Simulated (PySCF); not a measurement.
Computed IR spectrum (relative IR intensity) of a molecule CH4F2O2Si. The structure is a stationary point at PBE-D3(BJ)/def2-SVP. Other conformers were not sampled. All values below come from PBE-D3(BJ)/def2-SVP (PySCF 2.14.0). Frequencies are harmonic and unscaled.

Lines under 2 % of the strongest are left out, and lines within 2 cm⁻¹ are merged.

ν (cm⁻¹): 143 (w), 175 (m), 290 (m), 334 (m), 357 (m), 394 (w), 698 (vw), 767 (s), 918 (s), 937 (vs), 975 (s), 1130 (s), 1138 (w), 1184 (vs), 1425 (vw), 2944 (m), 3026 (w), 3060 (w), 3780 (s) (against the strongest line: vs over 80 %, s over 45 %, m over 15 %, w over 4 %, vw less)

Q: Which structure fits?
A) CO[Si](O)(F)F
B) O[SiH](O)C(F)F
C) O[Si](O)(F)CF

A: A, CO[Si](O)(F)F
